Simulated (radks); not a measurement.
V+, configuration [Ar] 3d2 4d2 (not the ground configuration). Calculated with a radial shooting solver on a logarithmic mesh with Libxc functionals: non-relativistic Kohn-Sham, SCAN, spin-polarised, spherical densities, point nucleus; open shells are filled with parallel spins first; meta-GGA in the generalised Kohn-Sham scheme.

Unscreened Slater integrals over Kohn-Sham orbitals (hartree). They are taken over the spin-up orbitals.

F0(4d,4d): 0.18851
F2(4d,4d): 0.10018
F4(4d,4d): 0.067041
F0(4d,3d): 0.24958
F2(4d,3d): 0.040576
F4(4d,3d): 0.017169
G0(4d,3d): 0.015857
G2(4d,3d): 0.015915
G4(4d,3d): 0.011509
F0(4d,3p): 0.25270
F2(4d,3p): 0.034538
G1(4d,3p): 0.017102
G3(4d,3p): 0.012343
F0(4d,3s): 0.25377
G2(4d,3s): 0.015274
F0(3d,3d): 0.77390
F2(3d,3d): 0.36410
F4(3d,3d): 0.22778
F0(3d,3p): 0.83225
F2(3d,3p): 0.39890
G1(3d,3p): 0.49566
G3(3d,3p): 0.30140
F0(3d,3s): 0.85174
G2(3d,3s): 0.37800
F0(3p,3p): 0.90611
F2(3p,3p): 0.45728
F0(3p,3s): 0.92888
G1(3p,3s): 0.61934
F0(3s,3s): 0.95383

Derived for the open shells (J is the average intra-shell exchange parameter used in DFT+U). 3d: Racah B = F2/49 - 5 F4/441 = 0.004848 hartree, C = 35 F4/441 = 0.01808 hartree, C/B = 3.73, F4/F2 = 0.626, J = (F2 + F4)/14 = 0.04228 hartree. 4d: Racah B = F2/49 - 5 F4/441 = 0.001284 hartree, C = 35 F4/441 = 0.005321 hartree, C/B = 4.14, F4/F2 = 0.669, J = (F2 + F4)/14 = 0.01194 hartree.
